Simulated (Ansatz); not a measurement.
WO₃, 4 atoms. Hardware: 4 threads of Arm Neoverse N1 on a shared host.

In the def2 sets W takes a core potential; there is no spin–orbit coupling. Correlated methods freeze 3 core orbitals; core or outer-core shells of W are correlated, in sets that lack core-valence functions.

Task: How many basis functions does each of these Ansatz runs have, and roughly what does it cost? CAM-B3LYP-D4/def2-TZVP, charge 0 singlet, energy, from earlier orbitals; PBE-D4/def2-TZVPD, charge 0 singlet, energy, from earlier orbitals; PBE0-D4/def2-SVP, charge -1 doublet at the geometry of the charge 0 singlet, energy with a search over starts; PBE0-D4/def2-SVP, charge 1 doublet at the geometry of the charge 0 singlet, energy with a search over starts; PBE0-D4/def2-SVP, charge 0 singlet, energy, from earlier orbitals; PBE0-D4/def2-TZVPD, charge -1 doublet at the geometry of the charge 0 singlet, energy, from earlier orbitals; PBE0-D4/def2-TZVP, charge 0 triplet at the geometry of the charge 0 singlet, energy; LC-ωPBE/def2-TZVP, charge 0 singlet, energy, from earlier orbitals; LDA (SPW92)/def2-TZVP, charge 0 singlet, energy, from earlier orbitals; RPA@PBE/def2-TZVP, charge 0 singlet, energy, from earlier orbitals; r2SCAN-D4/def2-TZVP, charge 1 doublet at the geometry of the charge 0 singlet, energy, from earlier orbitals; r2SCAN-D4/def2-TZVPD, charge -1 doublet at the geometry of the charge 0 singlet, energy, from earlier orbitals.

Result: Other jobs shared the machine, so times can vary by a factor of up to 3. A dash marks memory too small to be measured apart from the calling script's.

```json
{"run": "LDA (SPW92)/def2-TZVP, charge 0 singlet, energy, from earlier orbitals", "functions": "133", "fitting or Cholesky vectors": "777", "wall time": "0.86 s", "peak host memory (GiB)": "–"}
{"run": "PBE0-D4/def2-SVP, charge 0 singlet, energy, from earlier orbitals", "functions": "74", "fitting or Cholesky vectors": "776", "wall time": "1.2 s", "peak host memory (GiB)": "–"}
{"run": "PBE-D4/def2-TZVPD, charge 0 singlet, energy, from earlier orbitals", "functions": "163", "fitting or Cholesky vectors": "898", "wall time": "2.1 s", "peak host memory (GiB)": "–"}
{"run": "LC-ωPBE/def2-TZVP, charge 0 singlet, energy, from earlier orbitals", "functions": "133", "fitting or Cholesky vectors": "777", "wall time": "2.1 s", "peak host memory (GiB)": "–"}
{"run": "CAM-B3LYP-D4/def2-TZVP, charge 0 singlet, energy, from earlier orbitals", "functions": "133", "fitting or Cholesky vectors": "833", "wall time": "2.1 s", "peak host memory (GiB)": "–"}
{"run": "PBE0-D4/def2-SVP, charge -1 doublet at the geometry of the charge 0 singlet, energy with a search over starts", "functions": "74", "fitting or Cholesky vectors": "695", "wall time": "2.4 s", "peak host memory (GiB)": "–"}
{"run": "RPA@PBE/def2-TZVP, charge 0 singlet, energy, from earlier orbitals", "functions": "133", "fitting or Cholesky vectors": "984", "wall time": "3.4 s", "peak host memory (GiB)": "–"}
{"run": "PBE0-D4/def2-TZVPD, charge -1 doublet at the geometry of the charge 0 singlet, energy, from earlier orbitals", "functions": "163", "fitting or Cholesky vectors": "968", "wall time": "4.8 s", "peak host memory (GiB)": "–"}
{"run": "PBE0-D4/def2-SVP, charge 1 doublet at the geometry of the charge 0 singlet, energy with a search over starts", "functions": "74", "fitting or Cholesky vectors": "695", "wall time": "5.5 s", "peak host memory (GiB)": "–"}
{"run": "r2SCAN-D4/def2-TZVPD, charge -1 doublet at the geometry of the charge 0 singlet, energy, from earlier orbitals", "functions": "163", "fitting or Cholesky vectors": "898", "wall time": "9 s", "peak host memory (GiB)": "–"}
{"run": "PBE0-D4/def2-TZVP, charge 0 triplet at the geometry of the charge 0 singlet, energy", "functions": "133", "fitting or Cholesky vectors": "853", "wall time": "10 s", "peak host memory (GiB)": "–"}
{"run": "r2SCAN-D4/def2-TZVP, charge 1 doublet at the geometry of the charge 0 singlet, energy, from earlier orbitals", "functions": "133", "fitting or Cholesky vectors": "777", "wall time": "16 s", "peak host memory (GiB)": "–"}
```
